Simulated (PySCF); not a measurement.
Species: `[SiH2](O[SiH3])/C=C(/F)[SiH2]CF`. The columns A, B, C and D hold Mulliken, IAO, Hirshfeld and ESP-fitted charges (e) of one PBE0/pcSseg-1 density (PySCF), in a shuffled order. Coordinates in Å (GFN2-xTB); the density's dipole moment is (2.13, -0.59, 1.11) D.

| atom | x | y | z | A | B | C | D |
| --- | --- | --- | --- | --- | --- | --- | --- |
| F1 | -3.195 | 1.782 | -1.676 | -0.241 | -0.351 | -0.134 | -0.329 |
| C2 | -2.922 | 0.494 | -1.254 | -0.067 | -0.140 | -0.072 | -0.232 |
| Si3 | -1.133 | 0.410 | -0.561 | +0.443 | +0.641 | +0.332 | +0.742 |
| C4 | -0.912 | -1.428 | -0.135 | +0.117 | -0.015 | +0.004 | +0.040 |
| F5 | -2.027 | -2.180 | -0.409 | -0.195 | -0.295 | -0.089 | -0.284 |
| C6 | 0.141 | -2.060 | 0.364 | -0.494 | -0.445 | -0.173 | -0.499 |
| Si7 | 1.786 | -1.302 | 0.832 | +0.580 | +0.925 | +0.411 | +1.031 |
| O8 | 1.672 | 0.304 | 0.635 | -0.395 | -0.768 | -0.287 | -0.890 |
| Si9 | 2.291 | 1.793 | 0.859 | +0.579 | +0.725 | +0.399 | +0.879 |
| H10 | -3.077 | -0.152 | -2.121 | +0.096 | +0.131 | +0.042 | +0.151 |
| H11 | -3.684 | 0.249 | -0.510 | +0.095 | +0.132 | +0.042 | +0.150 |
| H12 | -0.210 | 0.811 | -1.622 | -0.085 | -0.053 | -0.066 | -0.104 |
| H13 | -1.064 | 1.253 | 0.632 | -0.090 | -0.063 | -0.066 | -0.108 |
| H14 | 0.055 | -3.129 | 0.523 | +0.232 | +0.142 | +0.049 | +0.172 |
| H15 | 2.852 | -1.783 | -0.049 | -0.113 | -0.119 | -0.081 | -0.151 |
| H16 | 2.086 | -1.574 | 2.240 | -0.112 | -0.124 | -0.082 | -0.152 |
| H17 | 1.544 | 2.382 | 1.967 | -0.118 | -0.106 | -0.077 | -0.140 |
| H18 | 2.073 | 2.470 | -0.414 | -0.117 | -0.107 | -0.075 | -0.135 |
| H19 | 3.711 | 1.669 | 1.187 | -0.115 | -0.110 | -0.077 | -0.142 |

Task: Which column most likely holds the ESP-fitted charges?

Result: A. Σ q r misses the density's dipole by 0.05 D (A), 0.59 D (C), 3.34 D (D), 4.03 D (B). Charges fitted to the outside potential are the only set here that is tied to the molecule's multipoles.

Task: And the Hirshfeld charges?

Result: C. The mean sizes are 0.135 e (C), 0.225 e (A), 0.284 e (B), 0.333 e (D), and Hirshfeld charges are commonly the smallest of these schemes.

As computed, A = ESP-fitted, B = Mulliken, C = Hirshfeld, D = IAO. Hydrogens on carbon: ESP-fitted +0.10 to +0.23, Mulliken +0.13 to +0.14, Hirshfeld +0.04 to +0.05, IAO +0.15 to +0.17 e.

The ESP scheme is a least-squares fit of atom-centred charges to the potential on four shells outside the van der Waals surface, with the total charge fixed. The IAO scheme counts the electrons in orthogonalised intrinsic atomic orbitals, a minimal basis polarised so that it spans the occupied orbitals exactly.

Geometry: GFN2-xTB, one conformer, isolated molecule.

Conformer computed: `[F:1][CH2:2][SiH2:3]/[C:4]([F:5])=[CH:6]\[SiH2:7][O:8][SiH3:9]`: F1–C2–Si3–C4 -177°, C2–Si3–C4–F5 0°, C4–C6–Si7–O8 5°, C6–Si7–O8–Si9 169°.
